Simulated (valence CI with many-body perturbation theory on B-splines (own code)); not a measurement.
## Pb77+: electric-dipole lines

Level of theory: valence CI with perturbative core correlation (CI+MBPT): three valence electrons over a frozen Dirac-Fock core [He], radial functions for each j: 11 s, 11 p, 10 d, 8 f, 5 g, 2 h, with the one-electron correlation potential Σ1, the two-electron term Σ2, the three-electron term Σ3, Breit, model QED; selected CI, second order for the rest, scaled by the run's own slope (own B-spline code, finite nucleus).

No measured spectrum was set against this ion. As an estimate, large intervals hold to a few tenths of a per cent, small ones and those within an open d or f shell to about a per cent.

Lines 51 to 100 of 538 in falling wavelength, among levels below 20439 eV, chosen from the strongest by gf and those to the six lowest levels. Wavelengths and rates use the calculated energies. Electric multipoles are in the length gauge, E1 and E2 with the static RPA response of the core. Weak lines are less certain than strong ones. Lines between different terms over intervals too small for the method are left out, as are lines whose strength nearly cancels. The highest levels of a list are the least certain.

Levels are named by their leading jj configuration (3d3/2^4 stands for four electrons in 3d with j = 3/2), which in mixed levels can hold well under half, so a name can repeat and another be missing. Letters in brackets count levels of one name in rising energy.

| λ vac (Å) | Upper | Lower | A (s⁻¹) | S (a.u.) with core polarisation | S without |
| --- | --- | --- | --- | --- | --- |
| 37.23 | (2s 2p1/2 4p3/2) J=5/2 | (2s 2p1/2 4s) J=3/2 | 9.78e+11 | 1.49e-01 | 1.49e-01 |
| 37.12 | (2s 2p1/2 4p3/2) J=3/2 [b] | (2s 2p1/2 4s) J=3/2 | 4.68e+11 | 4.72e-02 | 4.72e-02 |
| 36.75 | (2p1/2^2 2p3/2) J=3/2 | (2s 2p1/2 2p3/2) J=1/2 | 1.76e+10 | 1.73e-03 | 1.73e-03 |
| 36.13 | (2p1/2^2 4s) J=1/2 | (2s 2p1/2 4s) J=1/2 [b] | 5.38e+11 | 2.50e-02 | 2.50e-02 |
| 35.58 | (2p1/2^2 4p3/2) J=3/2 | (2s 2p1/2 4p3/2) J=1/2 | 2.83e+11 | 2.51e-02 | 2.51e-02 |
| 34.47 | (2s 2p1/2 2p3/2) J=1/2 | (2s^2 2p3/2) J=3/2 | 2.43e+10 | 9.83e-04 | 9.84e-04 |
| 34.33 | (2s 2p1/2 2p3/2) J=3/2 [b] | (2s^2 2p3/2) J=3/2 | 1.76e+10 | 1.41e-03 | 1.41e-03 |
| 29.31 | (2p1/2^2 2p3/2) J=3/2 | (2s 2p1/2 2p3/2) J=5/2 | 9.81e+10 | 4.87e-03 | 4.88e-03 |
| 26.63 | (2p1/2^2 2p3/2) J=3/2 | (2s 2p1/2 2p3/2) J=3/2 [a] | 2.50e+10 | 9.34e-04 | 9.35e-04 |
| 17.10 | (2p1/2 2p3/2 3d3/2) J=5/2 [b] | (2p1/2 2p3/2 3p1/2) J=3/2 [b] | 1.27e+12 | 1.87e-02 | 1.87e-02 |
| 17.00 | (2s 2p1/2 3d3/2) J=3/2 [b] | (2s 2p1/2 3p1/2) J=1/2 [b] | 1.22e+12 | 1.18e-02 | 1.18e-02 |
| 16.96 | (2p1/2 2p3/2 3d3/2) J=3/2 [b] | (2p1/2 2p3/2 3p1/2) J=3/2 [b] | 1.38e+12 | 1.33e-02 | 1.33e-02 |
| 16.91 | (2s 2p1/2 3d3/2) J=1/2 | (2s 2p1/2 3p1/2) J=1/2 [b] | 1.80e+12 | 8.58e-03 | 8.58e-03 |
| 16.68 | (2p1/2 2p3/2 3d3/2) J=1/2 [b] | (2p1/2 2p3/2 3p1/2) J=3/2 [b] | 1.73e+12 | 7.93e-03 | 7.93e-03 |
| 16.52 | (2s 2p3/2 3d3/2) J=5/2 [a] | (2s 2p3/2 3p1/2) J=5/2 | 1.24e+12 | 1.65e-02 | 1.65e-02 |
| 16.51 | (2s 2p3/2 3d3/2) J=5/2 [a] | (2s 2p3/2 3p1/2) J=3/2 [a] | 1.08e+12 | 1.43e-02 | 1.43e-02 |
| 16.49 | (2s 2p3/2 3d3/2) J=3/2 [b] | (2s 2p3/2 3p1/2) J=3/2 [b] | 9.38e+11 | 8.31e-03 | 8.31e-03 |
| 16.47 | (2s 2p3/2 3d3/2) J=3/2 [b] | (2s 2p3/2 3p1/2) J=1/2 | 1.22e+12 | 1.08e-02 | 1.08e-02 |
| 16.41 | (2p3/2^2 3d3/2) J=7/2 | (2p3/2^2 3p1/2) J=5/2 | 2.39e+12 | 4.17e-02 | 4.17e-02 |
| 16.40 | (2p3/2^2 3d3/2) J=3/2 [a] | (2p3/2^2 3p1/2) J=3/2 | 1.87e+12 | 1.63e-02 | 1.63e-02 |
| 16.39 | (2p3/2^2 3d3/2) J=5/2 | (2p3/2^2 3p1/2) J=5/2 | 1.27e+12 | 1.65e-02 | 1.65e-02 |
| 16.38 | (2s 2p3/2 3d3/2) J=5/2 [b] | (2s 2p3/2 3p1/2) J=3/2 [b] | 2.37e+12 | 3.09e-02 | 3.09e-02 |
| 16.36 | (2p3/2^2 3d3/2) J=5/2 | (2p3/2^2 3p1/2) J=3/2 | 1.12e+12 | 1.45e-02 | 1.45e-02 |
| 16.36 | (2s 2p3/2 3d3/2) J=3/2 [a] | (2s 2p3/2 3p1/2) J=3/2 [a] | 1.90e+12 | 1.64e-02 | 1.64e-02 |
| 16.35 | (2p3/2^2 3d3/2) J=3/2 [b] | (2p3/2^2 3p1/2) J=1/2 | 2.34e+12 | 2.02e-02 | 2.02e-02 |
| 16.33 | (2p3/2^2 3p3/2) J=5/2 | (2p3/2^2 3s) J=3/2 | 1.68e+12 | 2.16e-02 | 2.16e-02 |
| 16.32 | (2s 2p3/2 3d3/2) J=7/2 | (2s 2p3/2 3p1/2) J=5/2 | 2.32e+12 | 3.98e-02 | 3.98e-02 |
| 16.31 | (2s^2 3d3/2) J=3/2 | (2s^2 3p1/2) J=1/2 | 2.30e+12 | 1.98e-02 | 1.98e-02 |
| 16.31 | (2p1/2 2p3/2 3d3/2) J=3/2 [a] | (2p1/2 2p3/2 3p1/2) J=3/2 [a] | 9.25e+11 | 7.92e-03 | 7.92e-03 |
| 16.30 | (2p1/2 2p3/2 3d3/2) J=5/2 [a] | (2p1/2 2p3/2 3p1/2) J=3/2 [a] | 1.88e+12 | 2.41e-02 | 2.41e-02 |
| 16.30 | (2p1/2^2 3d3/2) J=3/2 | (2p1/2^2 3p1/2) J=1/2 | 2.36e+12 | 2.02e-02 | 2.02e-02 |
| 16.30 | (2p3/2^2 3p3/2) J=1/2 | (2p3/2^2 3s) J=3/2 | 3.52e+12 | 1.50e-02 | 1.51e-02 |
| 16.27 | (2p1/2 2p3/2 3p3/2) J=3/2 [a] | (2p1/2 2p3/2 3s) J=3/2 [b] | 1.56e+12 | 1.33e-02 | 1.33e-02 |
| 16.26 | (2s 2p1/2 3d3/2) J=3/2 [a] | (2s 2p1/2 3p1/2) J=1/2 [a] | 2.27e+12 | 1.93e-02 | 1.93e-02 |
| 16.25 | (2p3/2^2 3d3/2) J=1/2 | (2p3/2^2 3p1/2) J=3/2 | 2.44e+12 | 1.04e-02 | 1.04e-02 |
| 16.22 | (2p1/2 2p3/2 3d3/2) J=7/2 | (2p1/2 2p3/2 3p1/2) J=5/2 | 2.39e+12 | 4.03e-02 | 4.03e-02 |
| 16.21 | (2s 2p3/2 3d3/2) J=1/2 [a] | (2s 2p3/2 3p1/2) J=3/2 [a] | 2.52e+12 | 1.06e-02 | 1.06e-02 |
| 16.20 | (2s 2p1/2 3d3/2) J=5/2 | (2s 2p1/2 3p1/2) J=3/2 | 2.35e+12 | 2.95e-02 | 2.95e-02 |
| 16.18 | (2p1/2 2p3/2 3d3/2) J=3/2 [a] | (2p1/2 2p3/2 3p1/2) J=1/2 | 1.34e+12 | 1.12e-02 | 1.12e-02 |
| 16.17 | (2p1/2 2p3/2 3p3/2) J=7/2 | (2p1/2 2p3/2 3s) J=5/2 | 2.34e+12 | 3.91e-02 | 3.91e-02 |
| 16.17 | (2s 2p3/2 3p3/2) J=3/2 [a] | (2s 2p3/2 3s) J=3/2 [a] | 2.85e+12 | 2.38e-02 | 2.38e-02 |
| 16.11 | (2s 2p3/2 3d3/2) J=1/2 [b] | (2s 2p3/2 3p1/2) J=1/2 | 2.11e+12 | 8.71e-03 | 8.71e-03 |
| 16.08 | (2s 2p1/2 3p3/2) J=3/2 [b] | (2s 2p1/2 3s) J=1/2 [b] | 1.96e+12 | 1.61e-02 | 1.61e-02 |
| 16.06 | (2p1/2 2p3/2 3p3/2) J=1/2 [a] | (2p1/2 2p3/2 3s) J=1/2 | 1.99e+12 | 8.14e-03 | 8.15e-03 |
| 16.06 | (2p3/2^2 3p3/2) J=7/2 | (2p3/2^2 3s) J=5/2 | 3.76e+12 | 6.15e-02 | 6.16e-02 |
| 16.04 | (2p3/2^2 3p3/2) J=5/2 | (2p3/2^2 3s) J=5/2 | 1.97e+12 | 2.41e-02 | 2.41e-02 |
| 16.01 | (2p1/2 2p3/2 3d3/2) J=1/2 [a] | (2p1/2 2p3/2 3p1/2) J=1/2 | 2.19e+12 | 8.88e-03 | 8.88e-03 |
| 16.00 | (2s 2p1/2 3p3/2) J=1/2 | (2s 2p1/2 3s) J=1/2 [b] | 3.10e+12 | 1.25e-02 | 1.25e-02 |
| 15.98 | (2p1/2 2p3/2 3p3/2) J=5/2 [a] | (2p1/2 2p3/2 3s) J=3/2 [a] | 3.63e+12 | 4.38e-02 | 4.38e-02 |
| 15.95 | (2s 2p3/2 3p3/2) J=5/2 [b] | (2s 2p3/2 3s) J=3/2 [b] | 3.53e+12 | 4.25e-02 | 4.25e-02 |
